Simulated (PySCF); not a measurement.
silicon dioxide molecule (O₂Si), SMILES O=[Si]=O. The structure is a stationary point at ωB97X-D3(BJ)/def2-TZVP.

TDDFT-PBE/def2-TZVPD in PySCF puts the lowest singlet excitations at 4.09, 4.09, 5.31, 5.31, 5.87, 6.85 eV.

Q: What are the lowest excitation roots from ADC(2)/aug-cc-pVDZ in PySCF? (An estimate is asked for; the answer gives what the named calculation found.)

A: 4.31, 4.31, 6.01, 6.01, 6.16, 7.19 eV. S1 differs by 0.22 eV (second minus first; roots are paired by order, and the bases may differ).
